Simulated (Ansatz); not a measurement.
Reaction (atomization): `[CH3][Al]([OH])[SiH2]O` → Al• + C• + 7 H• + 2 O• + Si•

Calculated with Ansatz (gas phase, PBE0-D4/def2-TZVP geometries, no zero-point term in ΔE). CBS: MP2 limit from def2 TZ/QZ plus the TZ coupled-cluster correction, frozen cores. This one scheme is used for every species, atoms too. Functionals use def2-TZVPP. No spin–orbit coupling; open shells (•) take unrestricted orbitals. Spin–orbit coupling would lower the free atoms: a little for Al, C, O, Si. Each species was taken in one conformer, which may not be the lowest.

| species | ωB97M-V energy (Eh) |
| --- | --- |
| `[CH3][Al]([OH])[SiH2]O` | -724.78081 |
| Al• | -242.34741 |
| C• | -37.84639 |
| H• | -0.49411 |
| O• | -75.07717 |
| Si• | -289.35250 |

Problem. Work out ΔE.

Solution. ΔE = 7 × (-0.49411) + 2 × (-75.07717) + (-242.34741) + (-37.84639) + (-289.35250) − (-724.78081) = 1.62140 Eh = +44.12 eV. CCSD(T)/CBS gives +44.28 eV.

Largest T1 diagnostic among the species: 0.018.

The D4 term adds +0.35 eV with B3LYP and +0.19 eV with PBE0; it sums over pairs of atoms, weighted by their polarisabilities, and B3LYP, whose exchange is more repulsive, gets the larger term. In def2-TZVPP, CCSD(T) changes the Hartree–Fock value by +10.82 eV (the triples alone add +0.57 eV) and MP2 by +11.46 eV; breaking electron pairs costs correlation energy, which Hartree–Fock lacks. From PBE to PBE0 (25 % exact exchange), in def2-TZVPP and without D4, ΔE moves by −0.68 eV: exact exchange takes away binding that semilocal exchange gives to molecules.

B3LYP here is the variant with VWN-RPA as its local correlation; programs differ in this.

For atomizations the MP2-based limit and the directly extrapolated one differ by several kJ/mol either way, and by 10 to 25 for some Ge, Se and Sn compounds, so smaller differences from it don't rank the levels.
